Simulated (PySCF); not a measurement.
Vertical excitations of a molecule C4H3NOS from TDA-PBE/def2-SVPD (PySCF), as energy in eV (oscillator strength): 3.11 (0.000), 3.95 (0.000), 4.55 (0.156), 5.22 (0.000), 5.27 (0.124), 5.73 (0.107), 6.10 (0.001), 6.15 (0.000), 6.31 (0.002), 6.35 (0.002). Lowest triplet (TDA): 2.67 eV. Geometry: PBE0-D3(BJ)/def2-SVP. Other conformers were not sampled.

### Question
Which structure fits?
A) O=Cc1cncs1
B) O=Cc1nccs1
C) O=Cc1cscn1

### Answer
B, O=Cc1nccs1
